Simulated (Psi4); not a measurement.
HfO₂, charge -1, doublet, geometry from GFN2-xTB (such geometries of metal compounds can be far from the true shape) (the multiplicity is a formal guess) (core potentials on Hf) (a gas-phase anion, which may not be bound at this level).

Psi4 was given this input:
```
memory 2 GB

molecule {
-1 2
Hf    0.07930449   -0.00091257    0.09359019
O     0.87529993    0.28197236   -1.46253691
O    -1.58904031   -0.27375928    0.62022524
}

set {
  basis def2-svp
  reference uks
}

energy('pbe')
print_variables()
```

Question: What does this run give for the total energy, <S^2>, nuclear repulsion energy?

Answer: 
```json
{
  "total_energy": "-198.2789 Eh",
  "<S^2>": "0.753",
  "nuclear_repulsion_energy": "67.7256 Eh"
}
```

A gas-phase anion may not be bound at this level; its values then depend on the basis.

These values belong to the state on which the SCF converged, which isn't shown to be the lowest.
